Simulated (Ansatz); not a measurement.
Species, as SMILES: F[SiH] (F-SiH) (closed-shell singlet).
Geometry (B3LYP-D3(BJ)/def2-TZVP, fixed):
```
Si
F 1 1.6199
H 1 1.5380 2 96.45
```

Basis-set convergence of the dipole moment at PBE0 with Ansatz (a program for electronic structure). Dipoles come from the density behind the forces; the sign is taken along the dipole that this method gives in the largest set. Cartesian d functions, on some or all atoms, in 6-311G**; all else is spherical. The program fits the integrals of some runs and decomposes those of others, by size. No added dispersion term, no relativity. Reference: the value in aug-pcseg-3, 0.998 D, itself unsure by roughly 0.001 D (its mean distance from aug-cc-pV(Q+d)Z, def2-QZVPPD). Deviations are taken from unrounded values.

| basis | functions | dipole moment (D) | minus reference (D) |
|---|---|---|---|
| STO-3G | 15 | -0.180 | -1.178 |
| 3-21G | 24 | 0.774 | -0.224 |
| 6-31G | 24 | 1.383 | 0.385 |
| pcseg-0 | 24 | 1.086 | 0.088 |
| def2-SV(P) | 34 | 0.958 | -0.039 |
| pcseg-1 | 37 | 1.142 | 0.144 |
| cc-pV(D+d)Z | 42 | 1.004 | 0.006 |
| 6-311G** | 51 | 1.161 | 0.164 |
| def2-SVPD | 55 | 1.064 | 0.066 |
| aug-pcseg-1 | 59 | 1.012 | 0.015 |
| def2-TZVP | 74 | 1.005 | 0.007 |
| cc-pV(T+d)Z | 83 | 0.938 | -0.059 |
| def2-TZVPP | 87 | 1.002 | 0.004 |
| aug-pcseg-2 | 119 | 1.001 | 0.003 |
| aug-cc-pV(T+d)Z | 124 | 1.002 | 0.004 |
| def2-QZVPP | 157 | 1.002 | 0.005 |
| def2-QZVPPD | 175 | 0.997 | -0.001 |
| aug-cc-pV(Q+d)Z | 215 | 0.999 | 0.001 |
